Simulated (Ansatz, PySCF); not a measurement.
Sb(OH)2(TeH) (H₃O₂SbTe), SMILES [OH][Sb]([OH])[TeH]. Atoms are numbered in the order given.

```xyz
7

Sb    -0.7613     0.3481     0.8513
O     -2.2037    -0.4936    -0.2184
H     -2.1573    -0.2636    -1.1557
O     -0.7772     2.1855     0.1069
H     -0.4186     2.2080    -0.7910
Te     1.2589    -0.6023    -0.8420
H      2.3388     0.4886    -0.1932
```

Geometry: PBE0-D3(BJ)/def2-SVP. The structure was generated by enumeration; whether it is a known compound was not checked. The def2 effective core potentials stand for the cores of Sb, Te; spin–orbit coupling is left out. Other conformers were not sampled.

Two levels are set side by side: PBE-D3(BJ)/def2-SVP (Ansatz, a first-principles code) and PBE0-D3(BJ)/def2-SVP (Ansatz). Each level has its own optimised geometry; the coordinates shown are those of the second. Frequencies come from the Hessian of PySCF at each geometry. Differences are taken from unrounded values.

```tsv
quantity	PBE0-D3(BJ)	PBE-D3(BJ)	PBE-D3(BJ) minus PBE0-D3(BJ)
mean bond length (Å)	1.728	1.751	0.023
bond Sb1–O2 (Å)	1.983	2.015	0.032
bond Sb1–O4 (Å)	1.983	2.013	0.031
bond Sb1–Te6 (Å)	2.802	2.837	0.035
bond O2–H3 (Å)	0.966	0.979	0.013
bond O4–H5 (Å)	0.967	0.980	0.013
bond Te6–H7 (Å)	1.666	1.683	0.017
highest harmonic wavenumber (cm⁻¹)	3863	3675	-188
mean harmonic wavenumber (cm⁻¹)	977	934	-43
zero-point energy (kcal/mol)	20.94	20.02	-0.92
```

Exact exchange shortens and stiffens bonds; PBE has none. Differences between two approximate levels are no errors against the true value.
